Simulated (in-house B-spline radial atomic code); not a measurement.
## Excitations of Pr5+ by several methods

Full response, energies in eV; labels give the largest channel, * marks a mixed state, a dash one above the method's threshold, and an imaginary frequency an unstable closed-shell reference. Computed with an all-electron radial atomic-structure program (B-spline basis): linear response of the closed shell [Kr] 4d10 5s2 5p6 with each method's own kernel (bare exchange for TDHF, static screening on G0W0 levels for BSE, the adiabatic kernel for functionals); scalar-relativistic (spin-free one-electron X2C), finite nucleus, no spin-orbit coupling, no double excitations, S, P, D and F terms only; shells from n = 3 respond. Only terms of natural parity with L up to 3 were computed.

Spin-orbit coupling is strong here, so these LS terms don't match observed levels.

| method | 5p → 4f 3D | 5p → 4f 1D | 5p → 5d 3P | α (bohr³) |
| --- | --- | --- | --- | --- |
| TDHF | 10.135 | 12.577 | 25.945 | 4.564 |
| BSE on G0W0@HF | ? | ? | ? | ? |
| LDA VWN5 | ? | ? | ? | ? |
| PBE | 6.258 | 8.361 | 26.020 | 4.58 |
| PBE0 | 7.260 | 9.407 | 26.122 | 4.564 |
| B3LYP (VWN-RPA) | 7.046 | 9.146 | 26.137 | 4.568 |
| CAM-B3LYP | 7.074 | 9.173 | 26.154 | 4.565 |
| LC-wPBE | 6.539 | 8.650 | 26.057 | 4.568 |
| wB97X | 6.904 | 9.039 | 26.216 | 4.595 |
| HSE06 | 7.270 | 9.415 | 26.063 | 4.577 |
| BHandHLYP | 8.220 | 10.399 | 26.151 | 4.56 |
| BLYP | 6.250 | 8.335 | 25.983 | 4.584 |
| PBEsol | 6.292 | 8.362 | 26.137 | 4.563 |
| BP86 | 6.278 | 8.358 | 26.156 | 4.566 |
| LDA exchange-only | 6.437 | 8.573 | 25.786 | 4.592 |
| B97-1 | 7.090 | 9.222 | 26.329 | 4.569 |
| RPBE | 6.255 | 8.385 | 25.959 | 4.586 |
| OLYP | 5.770 | 7.925 | 25.897 | 4.551 |

Q: What does BSE on G0W0@HF give?

A: 5p → 4f 3D: 8.861; 5p → 4f 1D: 11.200; 5p → 5d 3P: 26.416; α: 4.467 (eV, bohr³).

Q: What does LDA VWN5 give?

A: 5p → 4f 3D: 6.280; 5p → 4f 1D: 8.241; 5p → 5d 3P: 26.431; α: 4.548 (eV, bohr³).
